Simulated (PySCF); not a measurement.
Molfile (atoms numbered from 1):
```
C4H12Ge
     RDKit          3D

 17 16  0  0  0  0  0  0  0  0999 V2000
   -0.2687   -1.0385   -1.6359 C   0  0  0  0  0  0  0  0  0  0  0  0
   -0.0005    0.0026   -0.0003 Ge  0  0  0  0  0  4  0  0  0  0  0  0
   -0.0813    1.9124   -0.4237 C   0  0  0  0  0  0  0  0  0  0  0  0
   -1.4033   -0.4428    1.2908 C   0  0  0  0  0  0  0  0  0  0  0  0
    1.7503   -0.4246    0.7649 C   0  0  0  0  0  0  0  0  0  0  0  0
   -1.2456   -0.8096   -2.0880 H   0  0  0  0  0  0  0  0  0  0  0  0
   -0.2343   -2.1172   -1.4203 H   0  0  0  0  0  0  0  0  0  0  0  0
    0.5139   -0.8111   -2.3756 H   0  0  0  0  0  0  0  0  0  0  0  0
    0.0647    2.5199    0.4823 H   0  0  0  0  0  0  0  0  0  0  0  0
   -1.0578    2.1734   -0.8590 H   0  0  0  0  0  0  0  0  0  0  0  0
    0.7013    2.1829   -1.1487 H   0  0  0  0  0  0  0  0  0  0  0  0
   -2.3976   -0.2105    0.8801 H   0  0  0  0  0  0  0  0  0  0  0  0
   -1.3764   -1.5143    1.5403 H   0  0  0  0  0  0  0  0  0  0  0  0
   -1.2734    0.1303    2.2213 H   0  0  0  0  0  0  0  0  0  0  0  0
    1.8196   -1.4969    1.0027 H   0  0  0  0  0  0  0  0  0  0  0  0
    2.5561   -0.1764    0.0575 H   0  0  0  0  0  0  0  0  0  0  0  0
    1.9191    0.1445    1.6918 H   0  0  0  0  0  0  0  0  0  0  0  0
  1  2  1  0
  2  3  1  0
  2  4  1  0
  2  5  1  0
  1  6  1  0
  1  7  1  0
  1  8  1  0
  3  9  1  0
  3 10  1  0
  3 11  1  0
  4 12  1  0
  4 13  1  0
  4 14  1  0
  5 15  1  0
  5 16  1  0
  5 17  1  0
M  END
```

Geometry: PBE0-D3(BJ)/def2-SVP; GIAO absolute shieldings from PySCF, gas phase, non-relativistic, averaged over equivalent atoms.

At PBE0/6-31G (87 basis functions, of the order of 8 core-seconds):
```csv
atoms,σ (ppm)
C1/C3/C4/C5,198.6
Ge2,1695.7
H6/H7/H8/H9/H10/H11/H12/H13/H14/H15/H16/H17,32.54
```

Problem. Estimate the result of repeating the calculation with PBE0/pcSseg-2.

Solution. 
| atoms | σ at PBE0/pcSseg-2 | change |
| --- | --- | --- |
| C1/C3/C4/C5 | 185.1 | -13.5 |
| Ge2 | 1337.3 | -358.4 |
| H6/H7/H8/H9/H10/H11/H12/H13/H14/H15/H16/H17 | 31.20 | -1.34 |

The largest change is at Ge2 (germanium bonded to 4 C). Cost: 375 basis functions, of the order of 90 core-seconds.

Relativistic effects, spin–orbit coupling among them, are left out; they matter for Ge and for the light atoms bonded to it.
